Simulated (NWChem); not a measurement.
C2H3ClOSi; SMILES C#C[Si@@H](O)Cl

```xyz
8

C      0.7812     2.6080    -0.2325
C      0.2994     1.5214     0.0284
Si    -0.4509    -0.0966     0.4340
O     -1.8573    -0.3205    -0.3959
Cl     0.9405    -1.5430    -0.0551
H      1.2117     3.5675    -0.4614
H     -0.7794    -0.2095     1.8685
H     -1.8438    -0.1579    -1.3444
```
Atoms are numbered in this order, from 1.

All runs: NWChem. Pople sets run with spherical d functions. All runs use the structure optimised with PBE0/def2-SVP. GIAO values for the isolated, static molecule; σ is the absolute isotropic shielding, δ = σ(reference) − σ with the isolated reference molecule computed at the same levels (13C: tetramethylsilane, 1H: tetramethylsilane, 17O: water, 29Si: tetramethylsilane).

Question: Estimate the computed values for Hartree-Fock/6-31G*. Quantities: δ C1 (ppm); δ C2 (ppm); δ Si3 (ppm); δ O4 (ppm); σ Cl5 (ppm); δ H6 (ppm); δ H8 (ppm).

Answer: 
| Item | Value |
|---|---|
| δ C1 (ppm) | 97.3 |
| δ C2 (ppm) | 75.0 |
| δ Si3 (ppm) | -24.3 |
| δ O4 (ppm) | 36.4 |
| σ Cl5 (ppm) | 955.3 |
| δ H6 (ppm) | 2.98 |
| δ H8 (ppm) | 2.11 |
